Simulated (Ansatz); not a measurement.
Frontier orbitals of C2H5BGe, SMILES `[BH]1C=[CH][GeH2]1`.

```xyz
9

B    -0.763   -0.190   -1.007
C    -1.102   -0.413    0.463
C     0.132   -0.290    1.022
Ge    1.018    0.695   -0.443
H    -1.230   -0.694   -1.982
H    -1.972   -0.836    0.962
H     0.433   -0.722    1.977
H     1.049    2.201   -0.134
H     2.435    0.249   -0.859
```

Charge 0, multiplicity 1. Correlated methods include outer-core shells of Ge, which these sets cover unevenly. Scalar relativity is left out up to krypton. The structure was optimised at the PBE0-D4/def2-TZVP level. Basis def2-TZVPP, the Gaussian-basis code of Ansatz.

Orbital energies of one run (eV). Highest occupied ones, from the top: -7.02, -7.58, -8.18, -9.35, -9.45, -11.86, -12.59, -14.96, -15.50, -21.53, -31.44, -31.45, -31.48, -31.51. Empty: -2.14, -0.40, 0.38, 1.29, 1.91, 2.31.

(1) Which functional gave them?
A. r2SCANh
B. BHLYP
C. BLYP
D. r2SCAN

Answers

(1) A. HOMO energies: r2SCANh -7.02, BLYP -6.24, r2SCAN -6.61, BHLYP -8.51 eV.
